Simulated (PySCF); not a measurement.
PySCF input:

```python
from pyscf import gto, scf, dft

mol = gto.M(
    atom='''
    In    0.00000000    0.00000000    0.00000000
    F    -0.00000000   -0.00000000   -1.85519970
    F     0.00000000    0.00000000    1.85519970
    ''',
    basis='def2-tzvpd',
    ecp='def2-tzvp',
    charge=1,
    spin=0,
    verbose=4,
)

mf = dft.RKS(mol, xc='tpss').density_fit(auxbasis='def2-universal-jkfit')
mf.grids.level = 3
mf.conv_tol = 1e-9
mf.max_cycle = 100
mf.max_memory = 1500
mf.kernel()
if not mf.converged:
    mf = mf.newton()
    mf.kernel(mf.make_rdm1())
mf.analyze()
```

### Question
Predict the final energy.

### Answer
-389.56400 Eh (TPSS/def2-TZVPD).

It need not be the lowest isomer of its formula.
